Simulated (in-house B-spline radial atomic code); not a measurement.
## Sn VIII (Sn7+): [Kr] 4d7

Method: non-relativistic PBE, spin-polarised, spherical fractional occupations, point nucleus. Calculated with a B-spline radial code for spherical atoms.

Z_r = [3n² - l(l+1)]/(2<r>); Z_e = n√(-2ε); the last column is Slater's effective charge. Values are occupation-weighted means over spin.

```
shell  electrons   ε (eV)  <r> (bohr)    Z_r    Z_e  Slater
   1s          2   -28084     0.03042  49.30  45.43   49.70
   2s          2    -4240      0.1314  45.65  35.31   45.85
   2p          6  -3973.7      0.1121  44.61  34.18   45.85
   3s          2  -904.97      0.3523  38.32  24.47   38.75
   3p          6  -795.22      0.3432  36.42  22.94   38.75
   3d         10   -591.9      0.3141  33.43  19.79   28.85
   4s          2  -229.27      0.8298  28.92  16.42   22.25
   4p          6  -191.83      0.8682  26.49  15.02   22.25
   4d          7  -129.02      0.9752  21.54  12.32   11.90
```

The least bound orbital is 4d down at -126.8 eV, and it is also the most diffuse (<r> = 0.9781 bohr).
